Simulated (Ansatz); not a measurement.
One change: `C=C(S)I` becomes `C=C(O)S`.

Ansatz, PBE0-D4/def2-TZVP geometries, multiplicity 1. Each molecule was computed in one conformer, which needn't be the lowest.

Elements past krypton have def2 core potentials.

```tsv
property	`C=C(S)I`
LUMO energy (PBE/def2-TZVPP) / eV	-2.03
HOMO energy (PBE/def2-TZVPP) / eV	-5.72
size of the dipole moment (ωB97M-V/def2-TZVPP) / D	1.56
LUMO energy (ωB97M-V/def2-TZVPP) / eV	0.88
LUMO energy (PBE0/def2-TZVPP) / eV	-1.11
zero-point energy (PBE0-D4/def2-TZVP) / kJ/mol	108.6
```

(1) Give the same properties after the change, and the shifts. (Best estimate.)

## Answers

(1) The calculation gave: 
```json
{"property": "LUMO energy (PBE/def2-TZVPP) / eV", "`C=C(O)S`": "-1.02", "shift": "1.01"}
{"property": "HOMO energy (PBE/def2-TZVPP) / eV", "`C=C(O)S`": "-5.67", "shift": "0.05"}
{"property": "size of the dipole moment (ωB97M-V/def2-TZVPP) / D", "`C=C(O)S`": "1.12", "shift": "-0.44"}
{"property": "LUMO energy (ωB97M-V/def2-TZVPP) / eV", "`C=C(O)S`": "1.94", "shift": "1.06"}
{"property": "LUMO energy (PBE0/def2-TZVPP) / eV", "`C=C(O)S`": "-0.04", "shift": "1.07"}
{"property": "zero-point energy (PBE0-D4/def2-TZVP) / kJ/mol", "`C=C(O)S`": "148.1", "shift": "39.5"}
```

The zero-point energy changes by 39.5 kJ/mol with +3 modes. Dipoles are sizes alone; their direction can turn.

Spin–orbit coupling is left out; it splits and shifts lone-pair levels of the heavy atoms by tenths of an eV.
